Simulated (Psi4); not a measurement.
AlCl4 (SMILES [Cl][Al-]([Cl])([Cl])[Cl]), charge -1, singlet, at a GFN2-xTB geometry (such geometries of metal compounds can be far from the true shape) (a gas-phase anion, which may not be bound at this level); CCSD(T)/STO-3G (Psi4).

Input for Psi4:
```
memory 2 GB

molecule mol {
-1 1
Cl   -1.658394   -0.370894   -1.257305
Al    0.000000    0.000000    0.000000
Cl    0.008122    2.034526    0.573836
Cl    1.785907   -0.446130   -1.039304
Cl   -0.135634   -1.217501    1.722772
}

set {
  basis sto-3g
  reference rhf
  freeze_core true
  mp2_type conv
  scf_type pk
  puream true
  d_convergence 1e-8
}

energy('ccsd(t)')
print_variables()
```

The log (banner, timings and long lists left out):

```
   => Loading Basis Set <=

    Name: STO-3G
    Role: ORBITAL
    Keyword: BASIS

         ---------------------------------------------------------
                                   SCF
               by Justin Turney, Rob Parrish, Andy Simmonett
                          and Daniel G. A. Smith
                              RHF Reference
         ---------------------------------------------------------

  ==> Geometry <==

    Molecular point group: c1
    Full point group: C1

    Geometry (in Angstrom), charge = -1, multiplicity = 1:

       Center              X                  Y                   Z               Mass
    ------------   -----------------  -----------------  -----------------  -----------------
         CL          -1.658394209574    -0.370894209574    -1.257304790426    34.968852682000
         AL          -0.000000209574    -0.000000209574     0.000000209574    26.981538530000
         CL           0.008121790426     2.034525790426     0.573836209574    34.968852682000
         CL           1.785906790426    -0.446130209574    -1.039303790426    34.968852682000
         CL          -0.135634209574    -1.217501209574     1.722772209574    34.968852682000

  Running in c1 symmetry.

  Rotational constants: A =      0.04045  B =      0.04045  C =      0.04045 [cm^-1]
  Rotational constants: A =   1212.80480  B =   1212.80467  C =   1212.80440 [MHz]
  Nuclear repulsion =  487.105709666959797

  Charge       = -1
  Multiplicity = 1
  Electrons    = 82
  Nalpha       = 41
  Nbeta        = 41

  ==> Algorithm <==

  SCF Algorithm Type is PK.
  DIIS enabled.
  MOM disabled.
  Fractional occupation disabled.
  Guess Type is SAD.
  Energy threshold   = 1.00e-08
  Density threshold  = 1.00e-08
  Integral threshold = 1.00e-12

  ==> Primary Basis <==

  Basis Set: STO-3G
    Blend: STO-3G
    Number of shells: 25
    Number of basis functions: 45
    Number of Cartesian functions: 45
    Spherical Harmonics?: true
    Max angular momentum: 1

  ==> Integral Setup <==

  Using in-core PK algorithm.
   Calculation information:
      Number of atoms:                   5
      Number of AO shells:              25
      Number of primitives:             75
      Number of atomic orbitals:        45
      Number of basis functions:        45

      Integral cutoff                 1.00e-12
      Number of threads:                 1

  Performing in-core PK
  Using 1072260 doubles for integral storage.
  We computed 31911 shell quartets total.
[...]
  @RHF Final Energy: -2057.71531588024527
    Total Energy =                      -2057.7153158802452708
[...]

    Largest TIjAb Amplitudes:
      4   4   0   0        -0.0303208757
      5   5   3   3        -0.0237550486
      4   5   0   3        -0.0233615047
      5   4   3   0        -0.0233615047
      4   6   0   2        -0.0233468372
      6   4   2   0        -0.0233468372
      4   7   0   1        -0.0233389724
      7   4   1   0        -0.0233389724
      7   7   1   1        -0.0232693343
      6   6   2   2        -0.0218875031

    SCF energy       (wfn)                    = -2057.715315880245271
    Reference energy (file100)                = -2057.715315880244816

    Opposite-spin MP2 correlation energy      =   -0.024135199776415
    Same-spin MP2 correlation energy          =   -0.004457306823964
    Singles MP2 correlation energy            =   -0.000000000000000
    MP2 correlation energy                    =   -0.028592506600379
      * MP2 total energy                      = -2057.743908386845305

    Opposite-spin CCSD correlation energy     =   -0.029926609813340
    Same-spin CCSD correlation energy         =   -0.004714738893246
    Singles CCSD correlation energy           =    0.000000000000000
    CCSD correlation energy                   =   -0.034641348706585
      * CCSD total energy                     = -2057.749957228951189

            **************************
            *                        *
            *        CCTRIPLES       *
            *                        *
            **************************

    Wave function   =    CCSD_T
    Reference wfn   =      RHF

    Nuclear Rep. energy (wfn)                =  487.105709666959797
    SCF energy          (wfn)                = -2057.715315880245271
    Reference energy    (file100)            = -2057.715315880244816
    CCSD energy         (file100)            =   -0.034641348706585
    Total CCSD energy   (file100)            = -2057.749957228951189

    Number of ijk index combinations:              816
    Approx. words needed per explicit thread:             256
    Number of threads for explicit ijk threading:    1

    MKL num_threads set to 1 for explicit threading.

    (T) energy                                =   -0.000862312610616
      * CCSD(T) total energy                  = -2057.750819541562123

  Variable Map:
  ----------------------------------------------------------------------------
[...]
  Array Variable Map:
  ----------------------------------------------------------------------------
[...]
[...]
```
